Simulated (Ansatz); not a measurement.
Consider the substitution at a C–Cl bond: `CCCCl` + `[AlH2][SH]` → `CCC[S][AlH2]` + HCl.

Gas-phase electronic energies from Ansatz, PBE0-D4/def2-TZVP geometries. CCSD(T)/CBS is the MP2 limit (def2-TZVPP, def2-QZVPP) plus CCSD(T) − MP2 in def2-TZVPP, frozen cores. This one scheme is used for every species. DFT in def2-TZVPP. B3LYP here is the variant with VWN-RPA as its local correlation; programs differ in this. One conformer a species, not always the lowest.

`CCCCl`:

Z-matrix (Å, degrees):
```
C
C 1 1.517
H 1 1.091 2 111.0
H 1 1.092 2 111.0 3 120.1
H 1 1.094 2 111.1 3 -120.0
C 2 1.511 1 114.0 3 61.1
H 2 1.094 1 110.4 3 -61.9
H 2 1.097 1 109.9 3 -179.2
Cl 6 1.790 2 112.2 1 -64.7
H 6 1.089 2 111.6 1 176.4
H 6 1.091 2 111.6 1 54.3
```

`[AlH2][SH]`:

Z-matrix (Å, degrees):
```
Al
S 1 2.181
H 1 1.579 2 116.5
H 1 1.581 2 118.9 3 -180.0
H 2 1.344 1 93.7 3 180.0
```

`CCC[S][AlH2]`:

```xyz
14

C     1.104   -0.835    1.637
C     0.651   -0.690    0.194
C     0.426    0.761   -0.186
S     0.000    0.982   -1.952
Al   -2.159    0.781   -1.909
H     0.364   -0.423    2.328
H     1.256   -1.884    1.899
H     2.047   -0.309    1.810
H     1.390   -1.128   -0.484
H    -0.279   -1.247    0.035
H     1.338    1.343   -0.031
H    -0.353    1.207    0.436
H    -2.937    0.860   -3.282
H    -2.848    0.581   -0.495
```

HCl:

Cartesian coordinates in Å:
```
Cl -0.563 -0.054 0.298
H 0.563 0.054 -0.298
```

```
             level  ΔE (kcal/mol)
         r2SCAN-D4            0.0
           ωB97M-V            0.1
            B2PLYP            0.6
               PBE            0.4
             B3LYP            1.5
     HF/def2-TZVPP            2.5
SCS-MP2/def2-QZVPP           -0.5
    CCSD/CBS(def2)           -0.2
```

(1) What does CCSD(T)/CBS give? (Best estimate.)

Largest T1 diagnostic among the species: 0.011.

Answers

(1) Computed: -0.7 kcal/mol. The listed levels differ from it by 0.7, 0.8, 1.3, 1.1, 2.2, 3.2, 0.2, 0.5 kcal/mol.

In def2-TZVPP, CCSD(T) changes the Hartree–Fock value by −3.1 kcal/mol (the triples alone add −0.5 kcal/mol) and MP2 by −3.7 kcal/mol. The D4 term adds −1.5 kcal/mol with B3LYP and −0.9 kcal/mol with PBE0; it sums over pairs of atoms, weighted by their polarisabilities, and B3LYP, whose exchange is more repulsive, gets the larger term.
